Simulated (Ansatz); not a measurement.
Consider the substitution at a C–Si bond: `[BH2][GaH][SiH2]C` + `[Cl][Hf]([Cl])([Cl])[SeH]` → `C[Se][Hf]([Cl])([Cl])[Cl]` + `[BH2][GaH][SiH3]`.

Isolated molecules relaxed with PBE0-D4/def2-TZVP in Ansatz; ΔE leaves out vibrations. CCSD(T)/CBS is the MP2 limit (def2-TZVPP, def2-QZVPP) plus CCSD(T) − MP2 in def2-TZVPP, frozen cores. DFT in def2-TZVPP. Elements past krypton have def2 core potentials. For Ga, Hf, Se outer-core shells are correlated without core-valence functions, which leaves a few kJ/mol of doubt a bond. Scalar relativity is left out up to krypton. One conformer a species, not always the lowest.

Problem. Is it downhill or uphill in electronic energy at CCSD(T)/CBS, and by how much? (Best estimate.)

Solution. The calculation gave: Uphill: ΔE = +41.1 kJ/mol.

Problem. What do these levels give: B2PLYP, PBE-QIDH, r2SCAN0, HF/def2-SVP, MP2/def2-TZVPP, MP2/def2-QZVPP? (An estimate is asked.)

Solution. Ansatz gave: B2PLYP 42.4, PBE-QIDH 42.5, r2SCAN0 46.2, HF/def2-SVP 50.6, MP2/def2-TZVPP 36.1, MP2/def2-QZVPP 37.8 kJ/mol.

Largest T1 diagnostic among the species: 0.014.

In def2-TZVPP, CCSD(T) changes the Hartree–Fock value by −10.8 kJ/mol (the triples alone add −2.7 kJ/mol) and MP2 by −13.0 kJ/mol. The D4 term adds −4.4 kJ/mol with B3LYP and −2.4 kJ/mol with PBE0; it sums over pairs of atoms, weighted by their polarisabilities, and B3LYP, whose exchange is more repulsive, gets the larger term. Leaving LDA and LC-ωPBE aside and taking each functional with its dispersion term where it has one, the values, not all of them listed here, spread over 6.4 kJ/mol, from BLYP-D4 to CAM-B3LYP-D4.

B3LYP here is the variant with VWN-RPA as its local correlation; programs differ in this.
